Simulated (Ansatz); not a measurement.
Start from `B[Si](Cl)(Cl)Cl` and change one atom or group to get `CO[Si](Cl)(Cl)Cl`.

Ansatz, PBE0-D4/def2-TZVP geometries, multiplicity 1. Each molecule was computed in one conformer, which needn't be the lowest.

```csv
property,`B[Si](Cl)(Cl)Cl`
size of the dipole moment (ωB97M-V/def2-TZVPP) / D,1.46
HOMO–LUMO gap (ωB97M-V/def2-TZVPP) / eV,9.75
LUMO energy (ωB97M-V/def2-TZVPP) / eV,-1.10
"ideal-gas entropy at 298 K and 1 bar (rigid rotor, harmonic PBE0-D4/def2-TZVP) / J/(mol·K)",369
HOMO–LUMO gap (B3LYP/def2-TZVPP) / eV,5.24
HOMO–LUMO gap (PBE/def2-TZVPP) / eV,3.39
```

(1) Give the same properties after the change, and the shifts. (Estimate.)

Answers

(1) The calculation gave: 
```
                                                                                  property  `CO[Si](Cl)(Cl)Cl`  shift
                                        size of the dipole moment (ωB97M-V/def2-TZVPP) / D                1.90   0.44
                                                   HOMO–LUMO gap (ωB97M-V/def2-TZVPP) / eV               13.58   3.83
                                                     LUMO energy (ωB97M-V/def2-TZVPP) / eV                2.18   3.28
ideal-gas entropy at 298 K and 1 bar (rigid rotor, harmonic PBE0-D4/def2-TZVP) / J/(mol·K)                 390     21
                                                     HOMO–LUMO gap (B3LYP/def2-TZVPP) / eV                8.65   3.41
                                                       HOMO–LUMO gap (PBE/def2-TZVPP) / eV                6.57   3.18
```

With PBE0 the HOMO falls by 0.34 eV and the LUMO rises by 3.22 eV, so the gap widens by about 3.56 eV. PBE moves the HOMO by -0.03 eV and ωB97M-V by -0.56 eV. The zero-point energy changes by 59.9 kJ/mol with +6 modes. Dipoles are sizes alone; their direction can turn.

B3LYP here is the variant with VWN-RPA as its local correlation; programs differ in this.
